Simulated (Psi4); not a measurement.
singlet silylene (H2Si), singlet, geometry from GFN2-xTB; CCSD/def2-TZVP (Psi4 1.11).

Input for Psi4:
```
memory 2 GB

molecule mol {
0 1
  Si   -0.006668   -0.002780    0.122759
  H     0.047787    1.131724   -0.834069
  H     0.045568   -1.092808   -0.884561
}

set basis def2-tzvp
set reference rhf

energy('ccsd')
print_variables()
```

It wrote (shortened):

```
   => Loading Basis Set <=

    Name: DEF2-TZVP
    Role: ORBITAL
    Keyword: BASIS

         ---------------------------------------------------------
                                   SCF
               by Justin Turney, Rob Parrish, Andy Simmonett
                          and Daniel G. A. Smith
                              RHF Reference
         ---------------------------------------------------------

  ==> Geometry <==

    Molecular point group: cs
    Full point group: Cs

    Geometry (in Angstrom), charge = 0, multiplicity = 1:

       Center              X                  Y                   Z               Mass
    ------------   -----------------  -----------------  -----------------  -----------------
         SI          -0.066097546575    -0.001494507717     0.000000000000    27.976926534650
         H            0.892275444918     1.133012303105     0.000000000000     1.007825032230
         H            0.942573011420    -1.091525208346     0.000000000000     1.007825032230

  Running in cs symmetry.

  Rotational constants: A =      9.26414  B =      6.75678  C =      3.90713 [cm^-1]
  Rotational constants: A = 277731.98972  B = 202563.23315  C = 117132.72818 [MHz]
  Nuclear repulsion =   10.214761491770224

  Charge       = 0
  Multiplicity = 1
  Electrons    = 16
  Nalpha       = 8
  Nbeta        = 8

  ==> Algorithm <==

  SCF Algorithm Type is PK.
  DIIS enabled.
  MOM disabled.
  Fractional occupation disabled.
  Guess Type is SAD.
  Energy threshold   = 1.00e-08
  Density threshold  = 1.00e-08
  Integral threshold = 1.00e-12

  ==> Primary Basis <==

  Basis Set: DEF2-TZVP
    Blend: DEF2-TZVP
    Number of shells: 21
    Number of basis functions: 49
    Number of Cartesian functions: 54
    Spherical Harmonics?: true
    Max angular momentum: 3

  ==> Integral Setup <==

  Using in-core PK algorithm.
   Calculation information:
      Number of atoms:                   3
      Number of AO shells:              21
      Number of primitives:             39
      Number of atomic orbitals:        54
      Number of basis functions:        49

      Integral cutoff                 1.00e-12
      Number of threads:                 1

  Performing in-core PK
  Using 1501850 doubles for integral storage.
  We computed 26796 shell quartets total.
  Whereas there are 26796 unique shell quartets.

  ==> DiskJK: Disk-Based J/K Matrices <==

    J tasked:                  Yes
    K tasked:                  Yes
[...]
  @RHF Final Energy:  -290.02541472451145
    Total Energy =                       -290.0254147245115064
[...]
     9        -0.233475506502364    9.073e-06    0.008941    0.027622    0.027622    0.225680
    10        -0.233475570966359    2.943e-06    0.008941    0.027620    0.027620    0.225680
    11        -0.233475551809517    6.792e-07    0.008941    0.027620    0.027620    0.225680
    12        -0.233475535963415    1.868e-07    0.008941    0.027619    0.027619    0.225680
    13        -0.233475532799250    4.457e-08    0.008941    0.027619    0.027619    0.225680

    Iterations converged.

    Largest TIA Amplitudes:
              5   0         0.0156848374
              4   1         0.0152142999
              6   1         0.0143140837
              6   5        -0.0113540903
              6   2        -0.0087850166
              4   7         0.0073978478
              5   6         0.0068701960
              6   7         0.0067311574
              5   3         0.0063311393
              6   4         0.0053677957

    Largest TIjAb Amplitudes:
      6   6  28  28        -0.0998222427
      6   6   0   0        -0.0555305417
      6   6  28  31        -0.0516297048
      6   6  31  28        -0.0516297048
      6   6   5   5        -0.0504516941
      6   6  31  31        -0.0395950112
      4   4  28  28        -0.0376047263
      6   6   0   6        -0.0360892906
      6   6   6   0        -0.0360892906
      4   6  28  28        -0.0341494884

    SCF energy       (wfn)                    = -290.025414724511450
    Reference energy (file100)                = -290.025414724511506

    Opposite-spin MP2 correlation energy      =   -0.164573678613669
    Same-spin MP2 correlation energy          =   -0.040842443914952
    Singles MP2 correlation energy            =   -0.000000000000000
    MP2 correlation energy                    =   -0.205416122528621
      * MP2 total energy                      = -290.230830847040124

    Opposite-spin CCSD correlation energy     =   -0.192969801341391
    Same-spin CCSD correlation energy         =   -0.040505731457859
    Singles CCSD correlation energy           =    0.000000000000000
    CCSD correlation energy                   =   -0.233475532799250
      * CCSD total energy                     = -290.258890257310782

  Variable Map:
  ----------------------------------------------------------------------------
[...]
  Array Variable Map:
  ----------------------------------------------------------------------------
[...]
[...]
```
